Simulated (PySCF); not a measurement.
# Relaxation of singlet TlSI

All numbers come from PBE0/[Tl def2-TZVP with ECP60, S def2-TZVP, I def2-TZVP with ECP28], scalar-relativistic core potentials, density fitting, no spin–orbit coupling, PySCF. A (50,194) grid was used.

A hand-made bent start, of Cs symmetry, held to at least that symmetry:

```xyz
3
charge 0 multiplicity 1, angstrom
Tl   -0.6215    0.0000   -0.6731
S    -2.5547    0.0000    0.6805
I     1.6476    0.0000    0.9157
```

Optimiser trace:
```tsv
step	E − E(last) (kJ/mol)	largest gradient (Eh/bohr)
0	117.55	0.03048
1	86.65	0.02701
2	42.78	0.02061
3	13.98	0.01393
4	2.02	0.00685
5	0.23	0.00157
6	0.17	0.00503
7	0.00	0.00047
8	0.00	0.00002
```

It ends at C∞v with Tl–I 2.639 Å, Tl–S 2.228 Å; I–Tl–S 180.0°. The frequency run here used a shortcut that can spoil soft modes, so no verdict on minimum or saddle point is given. Other isomers or separated fragments may lie lower.

No spin–orbit coupling is included, which matters more the heavier the element.
